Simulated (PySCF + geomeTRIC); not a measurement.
Species: [In(H)3(O(CH3)2)] (charge 0, multiplicity 1).

Question: Give a relaxed geometry from PySCF + geomeTRIC with PBE0-D4/def2-SVP.

Answer: This is not unique; one that fits is the end point of this relaxation, one of several conformers.
Z-matrix (Å, degrees):
```
O
C 1 1.4087
H 2 1.0977 1 107.54
H 2 1.1037 3 109.20 1 119.80
H 2 1.1046 3 109.30 4 119.33
C 1 1.4087 2 114.11 3 178.48
H 6 1.0977 1 107.54 2 -178.71
H 6 1.1037 7 109.21 1 -119.81
H 6 1.1046 7 109.29 8 -119.33
In 1 2.3861 2 118.22 3 -35.64
H 10 1.7397 1 94.49 2 47.47
H 10 1.7398 11 120.57 3 -119.24
H 10 1.7441 11 118.73 3 77.01
```
